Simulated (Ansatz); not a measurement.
Mulliken charges of `FC(F)OC(F)F` from ωB97M-V/def2-TZVPP in Ansatz (PBE0-D4/def2-TZVP geometry).

```
atom   x (Å)   y (Å)   z (Å)  charge (e)
  F1   0.622  -1.619   1.557      -0.164
  C2   0.409  -1.031   0.381       0.345
  F3   1.485  -1.252  -0.393      -0.169
  O4   0.256   0.309   0.626      -0.205
  C5  -0.434   1.026  -0.316       0.345
  F6  -0.923   2.102   0.296      -0.165
  F7   0.391   1.443  -1.291      -0.169
  H8  -0.468  -1.475  -0.106       0.091
  H9  -1.250   0.451  -0.771       0.091
```

Question: By hand: the dipole of these point charges (1 e Å = 4.8032 D).

Answer: Σ q r = (-0.484, -0.272, -0.205) e Å, of length 0.592 e Å = 2.84 D.

Question: How does the dipole of the full density compare? (Best estimate.)

Answer: Computed: (-0.468, -0.264, -0.206) e Å, 2.76 D; the point charges give 1.03 times that, at 1° from its direction.

Point charges leave out the atoms' own dipoles, such as those of lone pairs, and Mulliken's split depends on the basis, so the close match here is no proof of good charges.
